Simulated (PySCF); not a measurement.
**ORD: `C[C@H](F)[C@H](C)C#[N+][SiH3]`, [C5H11FNSi]+, charge +1**

Cartesian coordinates in Å; atom numbers follow the order of the lines, from 1:
```xyz
19

C    -2.629   -0.836   -0.326
C    -1.117   -0.847   -0.416
F    -0.620   -1.929    0.273
C    -0.473    0.426    0.225
C    -0.803    1.716   -0.543
C     0.923    0.223    0.285
N     2.056    0.019    0.295
Si    3.812   -0.423    0.374
H    -3.000   -1.802   -0.661
H    -3.050   -0.067   -0.967
H    -2.958   -0.681    0.699
H    -0.775   -0.959   -1.453
H    -0.838    0.500    1.259
H    -1.866    1.919   -0.465
H    -0.540    1.618   -1.593
H    -0.264    2.560   -0.123
H     4.385    0.858   -0.013
H     3.907   -0.800    1.776
H     3.838   -1.485   -0.619
```

Total charge +1.

Computed with TDDFT B3LYP/def2-SVPD circular dichroism and optical rotation, one conformer, gas phase (PySCF 2.14.0). Geometry: GFN2-xTB.

The molecule is flexible and this is one conformer; a measurement averages over conformers.

Stereocentres: C2 S, C4 R.

What is the specific rotation at 633, 589.3, 546, 436, 405, 365, 355 nm?

[α] in deg dm⁻¹ (g/mL)⁻¹:
| λ (nm) | origin-invariant length gauge | modified velocity gauge | length gauge (centre of mass) | isotropic polarisability (au) |
| --- | --- | --- | --- | --- |
| 633 | +103.5 | +105.0 | +104.6 | 92.2 |
| 589.3 | +122.1 | +123.8 | +123.4 | 92.5 |
| 546 | +146.3 | +148.2 | +147.8 | 93.0 |
| 436 | +257.8 | +260.7 | +260.3 | 94.9 |
| 405 | +315.2 | +318.6 | +318.3 | 95.7 |
| 365 | +426.6 | +430.6 | +430.8 | 97.3 |
| 355 | +464.6 | +468.9 | +469.1 | 97.7 |

And for the mirror image at 589.3 nm?

-122.1 deg dm⁻¹ (g/mL)⁻¹ (origin-invariant length gauge): the same size and the opposite sign.

What is the molar rotation [Φ] = [α]·M/100 of the geometry above at 589.3 nm?

With M = 132.23 g/mol, +161.5 deg cm² dmol⁻¹ (origin-invariant length gauge).

The first excitation lies at 6.40 eV (194 nm) with R = +1.5 × 10⁻⁴⁰ esu² cm² (velocity form).
